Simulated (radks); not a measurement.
The numbers below are computed, except where a source is named.
Mean orbital radii <r> (bohr) of the iodine ion I23+, [Ar] 3d10 4s2, of relativity; Dirac values are averaged over j with weights 2j + 1. Spin-unpolarised spherical Kohn-Sham, LDA (Slater exchange, Perdew-Wang correlation), point nucleus unless stated (finite: rms radius 4.75 fm), a radial shooting solver on a logarithmic mesh with Libxc functionals. A level marked "c x" has the speed of light scaled by that factor.

| shell | non-rel. |
|---|---|
| 1s | 0.02870 |
| 2s | 0.1234 |
| 2p | 0.1050 |
| 3s | 0.3234 |
| 3p | 0.3128 |
| 3d | 0.2815 |
| 4s | 0.6695 |
| 4p (empty) | 0.6755 |
| 5s (empty) | 1.144 |

Give the values at the level "Dirac, c x 1.25".

Answer. 
shell       Dirac, c x 1.25  change of magnitude (%)
1s                  0.02778                    -3.21
2s                   0.1191                    -3.44
2p                   0.1031                    -1.75
3s                   0.3148                    -2.65
3p                   0.3087                    -1.30
3d                   0.2812                    -0.12
4s                   0.6565                    -1.94
4p (empty)           0.6693                    -0.91
5s (empty)            1.127                    -1.49
